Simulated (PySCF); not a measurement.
A small calculation by hand: oscillator strength and radiative lifetime

1,3-oxasiletane-2,4-dione (C2H2O3Si), SMILES O=C1OC(=O)[SiH2]1.

Coordinates come from a B3LYP-D3(BJ)/def2-SVP optimisation.

TDA-PBE/def2-SVPD (PySCF) puts the first singlet state with f over 0.02 at 5.03 eV (vertical), with the transition dipole (0.000, 0.000, -0.694) in atomic units.

Q: Find the oscillator strength, the wavelength and the radiative lifetime that this transition would have in vacuum if emission retraced absorption.

A: 
|μ|² = 0.4816 au, so |μ| = 1.76 D. ΔE = 5.03/27.211 = 0.1848 hartree. f = (2/3) ΔE |μ|² = 0.059 (the program prints 0.059).
λ = 1239.84/5.03 = 246 nm; ν = 40570 cm⁻¹.
Einstein's coefficient A = 0.6670 ν² f s⁻¹ (ν in cm⁻¹) = 6.5e7 s⁻¹, so τ = 1/A = 15 ns. This state is S4; the lower singlets have f = 0.000, 0.001, 0.014. The figure is the radiative limit of this one transition; relaxation, internal conversion, crossing to triplets and a medium change what is measured.
